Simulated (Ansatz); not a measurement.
```xyz
11

Al   -2.0331    1.0090   -1.8274
N    -1.7020    0.1523   -0.2760
C    -0.4996   -0.1257    0.2280
C     0.6134   -0.3601    0.6526
Si    2.2603   -0.7154    1.2959
H    -3.5676    1.1876   -2.1503
H    -0.8026    1.4832   -2.6848
H    -2.4657   -0.1694    0.3056
H     3.0154    0.5408    1.5463
H     2.1436   -1.4615    2.5760
H     3.0380   -1.5407    0.3343
```

Total charge 0; spin multiplicity 1.

**Question.** List the r2SCAN/def2-TZVPP orbital energies in eV (Ansatz 0.2.0). (Estimate.)

**Answer.** Computed: Occupied: -1790.81, -1517.47, -386.27, -274.03, -272.30, -141.25, -111.00, -96.12, -96.10, -96.10, -71.35, -71.13, -71.09, -24.24, -18.88, -14.78, -13.72, -12.58, -9.90, -9.61, -9.55, -8.67, -8.53, -8.05, -6.62, -5.73. Lowest empty: -1.90, -0.40, -0.16, 0.43, 0.56, 1.02, 1.91, 1.99.
